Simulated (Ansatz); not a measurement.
Basis sets compared for Ga₂H₂⁺ (the lowest doublet isomer of a short search). The state is a doublet with charge 1. Geometry PBE-D4/def2-TZVP. Ansatz on 4 threads of Arm Neoverse V1 on a shared host; times are rough, and most runs start from earlier orbitals.

Cartesian coordinates in Å:
```
Ga -0.568 0.607 0.980
Ga 0.565 -0.606 -0.984
H 1.007 -2.037 -1.498
H -1.004 2.037 1.502
```

The structure comes from a short search, and lower isomers may exist.

```tsv
level	functions	energy (Eh)	HOMO (eV)	LUMO (eV)	wall time
PBE-D4/def2-SVP	74	-3849.5149	-10.35	-9.43	0.7 s
PBE0-D4/def2-SVP	74	-3849.5924	-11.14	-8.53	1 s
```

Problem. Estimate the rows for PBE-D4/def2-TZVP, PBE0-D4/def2-TZVP (with forces).

Solution. 
| level | functions | energy (Eh) | HOMO (eV) | LUMO (eV) | wall time |
| --- | --- | --- | --- | --- | --- |
| PBE-D4/def2-TZVP | 108 | -3850.0118 | -10.34 | -9.41 | 1 s |
| PBE0-D4/def2-TZVP (with forces) | 108 | -3850.0873 | -11.13 | -8.51 | 2.7 s |
